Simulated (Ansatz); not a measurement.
`C=C[SiH](Cl)/C=C\[SiH](Cl)Cl` + HCl → `C=C[SiH](Cl)Cl` + `C=C[SiH](Cl)Cl`  (ligand exchange at the Si–C bond)

Isolated molecules relaxed with PBE0-D4/def2-TZVP in Ansatz; ΔE leaves out vibrations. CBS: MP2 limit from def2 TZ/QZ plus the TZ coupled-cluster correction, frozen cores. This one scheme is used for every species. Functionals use def2-TZVPP. One conformer a species, not always the lowest.

`C=C[SiH](Cl)/C=C\[SiH](Cl)Cl`:

Z-matrix (Å, degrees):
```
Si
C 1 1.852
C 1 1.868 2 111.9
Cl 1 2.065 2 108.8 3 122.2
H 1 1.483 2 111.4 3 -121.6
C 2 1.331 1 123.6 3 9.8
H 2 1.089 1 117.8 3 -171.4
C 3 1.337 1 127.8 2 60.3
H 3 1.091 1 115.0 2 -119.1
H 6 1.086 2 121.9 1 178.9
H 6 1.086 2 122.0 1 -1.3
Si 8 1.853 3 127.2 1 1.1
H 8 1.091 3 118.4 1 -179.5
Cl 12 2.050 8 107.9 3 -118.2
Cl 12 2.045 8 108.1 3 124.8
H 12 1.470 8 115.1 3 2.9
```

HCl:

```xyz
2

Cl    0.481    0.223   -0.358
H    -0.481   -0.223    0.358
```

`C=C[SiH](Cl)Cl`:

```xyz
9

C    -0.060    1.418    0.718
C     0.023    0.091    0.751
Si    0.024   -0.889   -0.806
Cl    1.747   -1.984   -0.959
Cl   -1.554   -2.193   -0.830
H    -0.130    1.964   -0.219
H    -0.063    2.019    1.622
H     0.091   -0.419    1.709
H    -0.077   -0.007   -1.986
```

`C=C[SiH](Cl)Cl`:

Cartesian coordinates in Å:
```
C -0.602 -0.994 -1.086
C -0.422 -0.604 0.173
Si 0.571 0.896 0.559
Cl -0.570 2.269 1.560
Cl 2.163 0.411 1.750
H -0.173 -0.446 -1.921
H -1.183 -1.875 -1.341
H -0.867 -1.179 0.982
H 1.083 1.523 -0.677
```

Task: Is it downhill or uphill in electronic energy at CCSD(T)/CBS, and by how much? (Best estimate.)

Result: Ansatz gave: Downhill: ΔE = -24.8 kcal/mol.

Task: What do these levels give: PBE, revPBE, CAM-B3LYP, RPA@PBE/def2-TZVPP, HF/def2-SVP, SCS-MP2/def2-QZVPP? (Estimate.)

Result: Computed: PBE -26.9, revPBE -28.7, CAM-B3LYP -28.4, RPA@PBE/def2-TZVPP -23.0, HF/def2-SVP -29.8, SCS-MP2/def2-QZVPP -25.9 kcal/mol.

Largest T1 diagnostic among the species: 0.011.

At CCSD(T), def2-SVP lies +2.1 kcal/mol from the extrapolated value and def2-TZVPP +0.8 kcal/mol. Leaving LDA and LC-ωPBE aside and taking each functional with its dispersion term where it has one, the values, not all of them listed here, spread over 5.3 kcal/mol, from B2PLYP to revPBE-D4. LDA lies +3.7 kcal/mol from PBE without D4. In def2-TZVPP, CCSD(T) changes the Hartree–Fock value by +8.2 kcal/mol (the triples alone add +1.2 kcal/mol) and MP2 by +7.8 kcal/mol.
